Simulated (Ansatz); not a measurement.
Reaction (redistribution): `[SiH3][SbH][SiH3]` + `NB(O)O` → `OB(O)[SiH3]` + `[NH2][SbH][SiH3]`

Computed with Ansatz on PBE0-D4/def2-TZVP structures; ΔE is electronic, products minus reactants. CBS: MP2 limit from def2 TZ/QZ plus the TZ coupled-cluster correction, frozen cores. This one scheme is used for every species. DFT in def2-TZVPP. def2 core potentials past Kr. For Sb outer-core shells are correlated without core-valence functions, which leaves a few kJ/mol of doubt a bond. Each species was taken in one conformer, which may not be the lowest.

| level | ΔE (kcal/mol) | difference from CCSD(T)/CBS |
| --- | --- | --- |
| revPBE-D4 | 43.0 | -3.3 |
| r2SCAN-D4 | 46.7 | 0.4 |
| PBE0-D4 | 47.3 | 1.0 |
| r2SCANh-D4 | 47.8 | 1.5 |
| BHLYP-D4 | 48.7 | 2.4 |
| ωB97M-V | 46.7 | 0.4 |
| BHLYP | 47.6 | 1.3 |
| MP2/def2-SVP | 52.0 | 5.7 |
| CCSD(T)/def2-SVP | 50.0 | 3.7 |
| CCSD/CBS(def2) | 47.1 | 0.8 |
| CCSD(T)/CBS | 46.3 | 0 |

Largest T1 diagnostic among the species: 0.014.

In def2-TZVPP, CCSD(T) changes the Hartree–Fock value by −3.4 kcal/mol (the triples alone add −0.8 kcal/mol) and MP2 by −0.9 kcal/mol. At CCSD(T), def2-SVP lies +3.7 kcal/mol from the extrapolated value and def2-TZVPP −0.7 kcal/mol.
